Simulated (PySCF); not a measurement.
# Heteronuclear NMR

Molfile (atoms numbered from 1):
```
C10H9F
     RDKit          3D

 20 20  0  0  0  0  0  0  0  0999 V2000
    4.3227    0.6038   -0.2257 C   0  0  0  0  0  0  0  0  0  0  0  0
    2.9202    0.2652   -0.1794 C   0  0  0  0  0  0  0  0  0  0  0  0
    1.7552   -0.0311   -0.1437 C   0  0  0  0  0  0  0  0  0  0  0  0
    0.3856   -0.3805   -0.1016 C   0  0  0  0  0  0  0  0  0  0  0  0
   -0.0097   -1.7181   -0.0589 C   0  0  0  0  0  0  0  0  0  0  0  0
   -1.3503   -2.0443   -0.0166 C   0  0  0  0  0  0  0  0  0  0  0  0
   -2.3152   -1.0501   -0.0160 C   0  0  0  0  0  0  0  0  0  0  0  0
   -1.9606    0.2922   -0.0593 C   0  0  0  0  0  0  0  0  0  0  0  0
   -2.9835    1.3857   -0.0731 C   0  0  0  0  0  0  0  0  0  0  0  0
   -0.6072    0.5980   -0.1023 C   0  0  0  0  0  0  0  0  0  0  0  0
   -0.2398    1.9006   -0.1423 F   0  0  0  0  0  0  0  0  0  0  0  0
    4.8842   -0.0403    0.4515 H   0  0  0  0  0  0  0  0  0  0  0  0
    4.7032    0.4667   -1.2384 H   0  0  0  0  0  0  0  0  0  0  0  0
    4.4674    1.6430    0.0688 H   0  0  0  0  0  0  0  0  0  0  0  0
    0.7483   -2.4869   -0.0582 H   0  0  0  0  0  0  0  0  0  0  0  0
   -1.6494   -3.0815    0.0184 H   0  0  0  0  0  0  0  0  0  0  0  0
   -3.3616   -1.3153    0.0185 H   0  0  0  0  0  0  0  0  0  0  0  0
   -3.9522    1.0119    0.2479 H   0  0  0  0  0  0  0  0  0  0  0  0
   -2.6787    2.2016    0.5796 H   0  0  0  0  0  0  0  0  0  0  0  0
   -3.0837    1.7900   -1.0808 H   0  0  0  0  0  0  0  0  0  0  0  0
  1  2  1  0
  2  3  3  0
  3  4  1  0
  4  5  1  0
  5  6  2  0
  6  7  1  0
  7  8  2  0
  8  9  1  0
  8 10  1  0
 10 11  1  0
 10  4  2  0
  1 12  1  0
  1 13  1  0
  1 14  1  0
  5 15  1  0
  6 16  1  0
  7 17  1  0
  9 18  1  0
  9 19  1  0
  9 20  1  0
M  END
```

Theory: NMR shieldings at PBE0/pcSseg-1/GIAO, structure optimised with GFN2-xTB, in PySCF (non-relativistic, isolated molecule, single conformer, rapidly exchanging positions averaged).

Predict the 19F NMR data.

Answers


```tsv
atoms	environment	σ (ppm)	δ (ppm)
F11	aryl fluorine	289.4	-115.1
```

Shieldings were converted by a linear fit to measured shifts: 19F: δ = 146.13 − 0.903σ +14.6 on sp3 carbon (rms 6.0 ppm, 223 shifts, 7.0 ppm with the 5 outliers that the fit left out vs CFCl3, solution or neat liquid). Occasional misses reach two or three times the rms, and more in compound classes unlike the fitted ones.

On a 500 MHz spectrometer 19F resonates near 470.5 MHz, so 1 ppm is 470.5 Hz.
